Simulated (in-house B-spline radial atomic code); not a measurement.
Eu⁺. Computed with a B-spline radial atomic code. Model: non-relativistic spherical atom: semilocal Troullier-Martins pseudo-atom, one channel per l, against all electrons, high spin, G0W0 and RPA with empty states to l = 8, local potential for every l without a channel, a model core (radius 0 = none) keeps its share of the functional.

Without relativity these are model numbers for so heavy an element.

What the tables leave out is listed at the end.

The pseudopotential gives back the lowest level of each angular momentum of its own functional in the configuration it was made in; a second state of the same l is only approximately right. Exact exchange, RPA and GW see the smooth pseudo-orbitals and miss the exchange with the core, for which the functional's share stands in. The column with an uncorrelated core keeps all orbitals and exact exchange, and so separates missing core correlation from pseudisation. Only the three outermost levels and the lowest empty one were computed. RPA here is direct RPA, with no exchange kernel, and its energies carry an (l + 1/2)⁻⁴ tail. A hybrid on a potential with a model core restores only its own semilocal share of the core's exchange.

Command:
```bash
python run_psgw.py task.json out
```
Settings (lengths in bohr, energies in hartree):
```
Z                      63
electrons              62
configuration          [Xe] 4f7 6s1
generated_in           [Xe] 4f7 6s1
functional             lda,vwn
core_shells            10
radius_factor          1
core_correction        True
ion_configuration      [Xe] 4f7
```

Time taken, with all properties: 110 s on 1 thread of Arm Neoverse N1, on a shared host.

Given: made with LDA VWN5; model core radius 0.96 bohr; local radius 1.731 bohr; mean-field start LDA VWN5.

Valence shells of the generating configuration: 5p, 4f, 6s.

Channel: s 3.4, p 1.436, d 2.055, f 1.982 (radii in bohr).

Computed: largest level miss in the spin-unpolarised generating configuration 0 eV; valence RPA correlation energy pseudo -1.1933 hartree; all-electron RPA polarisability, core included 62.046 bohr³; pseudo-atom RPA polarisability 63.442 bohr³; ionisation by mean-field all-electron 11 eV; ionisation by mean-field pseudo minus all -0.053 eV; ionisation by RPA all-electron 11.313 eV.

```tsv
level	occupied	mean-field all-electron (eV)	mean-field pseudo minus all (eV)	G0W0 all-electron (eV)	G0W0 uncorrelated core minus all (eV)	G0W0 pseudo minus all (eV)	exchange self-energy all-electron (eV)	exchange self-energy pseudo (eV)
6s up	1	-8.593	0.041	-11.144	0.024	-0.297	-8.049	-7.6337
```

(1) What is the valence RPA correlation energy all-electron orbitals?

(2) What is the ionisation by RPA pseudo minus all?

Given: mean-field start PBE0.

Computed: valence RPA correlation energy all-electron orbitals -0.7384 hartree; valence RPA correlation energy pseudo -1.1347 hartree; all-electron RPA polarisability, core included 56.603 bohr³; ionisation by mean-field pseudo minus all 0.23 eV; ionisation by RPA all-electron 11.004 eV; ionisation by RPA pseudo minus all 0.504 eV.

```tsv
level	occupied	mean-field all-electron (eV)	mean-field pseudo minus all (eV)	G0W0 all-electron (eV)	G0W0 uncorrelated core minus all (eV)	G0W0 pseudo minus all (eV)	exchange self-energy all-electron (eV)	exchange self-energy pseudo (eV)
6s up	1	-8.8799	-0.177	-11.053	0.025	-0.395	-7.7185	-7.7711
```

(3) What is the ionisation by mean-field all-electron?

(4) What is the pseudo-atom RPA polarisability?

Results:

(1) -0.80434 hartree.

(2) 0.652 eV.

(3) 10.65 eV.

(4) 52.566 bohr³.

Among the listed levels the largest G0W0 shift of the pseudo-atom is -0.40 eV, for 6s up on the PBE0 start, while leaving the core uncorrelated moves that level by +0.03 eV. So pseudisation and the lost core exchange, not the missing core correlation, make the error. Not in the tables (levels of low weight, unsolved or above zero; the highest and the empty levels are kept at any weight): on LDA the G0W0 levels 4f up (pseudo minus all +4.87 eV, weights 0.78 and 0.24), 5p down (pseudo minus all +0.59 eV, weights 0.62 and 0.59), 4f down (pseudo minus all -1.46 eV, weights 0.23 and 0.20); on PBE0 the G0W0 levels 4f up (pseudo minus all +5.48 eV, weights 0.83 and 0.71), 5p down (pseudo minus all +1.35 eV, weights 0.69 and 0.77), 5d up (pseudo minus all -0.31 eV, weights 0.33 and 0.44); no Hartree-Fock pseudo-atom is run with a model core.
